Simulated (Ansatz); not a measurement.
Species: CH6Ge, charge 0, singlet. CH6Ge (methylgermane, SMILES [CH3][GeH3]).
B3LYP-D3(BJ)/def2-TZVP minimum from Ansatz (a quantum-chemistry and plane-wave program):
```
Ge
H 1 1.5406
H 1 1.5406 2 108.57
H 1 1.5406 2 108.57 3 -117.86
C 1 1.9658 2 110.36 4 -121.07
H 5 1.0895 1 110.20 2 -60.00
H 5 1.0895 6 108.73 1 -120.89
H 5 1.0895 6 108.73 7 -118.23
```
Charge 0, spin multiplicity 1.

Total energies in hartree (Ansatz). UHF or UKS for unpaired electrons; spin-orbit terms are left out. Correlated methods leave the cores frozen (noble-gas shells, and filled d and f shells in the p block). No relativity. For partners of very few electrons the exact lower level stands in for a higher one.

| species | HF/cc-pVTZ | CCSD(T)/cc-pVTZ | HF/cc-pVQZ | CCSD(T)/cc-pVQZ | CCSDT(Q)/cc-pVTZ |
|---|---|---|---|---|---|
| 1: CH6Ge (SMILES [GeH3][CH3]) | -2116.77560 | -2117.13856 | -2116.78215 | -2117.16193 | -2117.13982 |
| 2: Ge (triplet) | -2075.36107 | -2075.42794 | -2075.36359 | -2075.43284 | -2075.42848 |
| 3: C (triplet) | -37.69157 | -37.78076 | -37.69331 | -37.78654 | -37.78126 |
| 4: H (doublet) | -0.49981 | -0.49981 | -0.49995 | -0.49995 | -0.49981 |

Work out the atomisation energy (electronic, to ground-state atoms) in kJ/mol: take Hartree-Fock from cc-pVQZ, extrapolate the CCSD(T) correlation energy as X^-3 (X = 3, 4), and add CCSDT(Q) - CCSD(T) in cc-pVTZ. 1 hartree = 2625.5 kJ/mol.


Species 1: correlation (64·(-0.37978) - 27·(-0.36296))/37 = -0.39205; step -0.00126; E1 = -2116.78215 + (-0.39205) + (-0.00126) = -2117.17546
Species 2: correlation (64·(-0.06925) - 27·(-0.06687))/37 = -0.07099; step -0.00054; E2 = -2075.36359 + (-0.07099) + (-0.00054) = -2075.43512
Species 3: correlation (64·(-0.09323) - 27·(-0.08919))/37 = -0.09618; step -0.00050; E3 = -37.69331 + (-0.09618) + (-0.00050) = -37.78999
Species 4: correlation (64·(0.00000) - 27·(0.00000))/37 = 0.00000; step +0.00000; E4 = -0.49995 + (0.00000) + (+0.00000) = -0.49995
-1·E1 +1·E2 +1·E3 +6·E4 = 0.95065 hartree = 2495.9 kJ/mol.
